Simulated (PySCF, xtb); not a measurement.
B(Cl)(Me)(NH2) (CH₅BClN), SMILES CB(N)Cl. The values are those of a single conformer.

Harmonic wavenumbers (cm⁻¹) from GFN2-xTB in xtb at its own minimum, in rising order: 60, 263, 313, 372, 532, 556, 605, 810, 869, 874, 1071, 1360, 1394, 1486, 1493, 1524, 3024, 3037, 3045, 3489, 3530.

Problem. What does B3LYP-D3(BJ)/def2-SVP in PySCF 2.14.0 give at its own minimum? (An estimate is asked for; the answer gives what the named calculation found.)

Solution. 125, 289, 342, 417, 524, 601, 606, 843, 855, 892, 1144, 1314, 1383, 1435, 1453, 1594, 3026, 3102, 3112, 3590, 3694. Paired by order, the mean absolute difference is 46 cm⁻¹ and the zero-point energies are 42.5 and 43.4 kcal/mol.
